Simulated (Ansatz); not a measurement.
Ansatz (a program for electronic structure) input (PBE/6-31G* with LANL2DZ past Ar): The .json file joins the Basis Set Exchange's 6-31G* for atoms up to Ar and LANL2DZ past it.

Ansatz 0.2 input:
```yaml
crystal:
  periodic: [false, false, false]
  atoms:
    - {symbol: Te, position_ang: [-0.00000000, -0.00000000, -0.55241785]}
    - {symbol: Cl, position_ang: [0.00000000, 0.00000000, 1.68974872]}
basis:
  gaussian:
    orbitals: 6-31Gs+LANL2DZ.json
hamiltonian:
  xc: {name: PBE}
total_charge: 1
relax: {f_tol: 0.003, max_steps: 120}
```

Q: What final total energy does it give?

A: -467.67022 Eh.
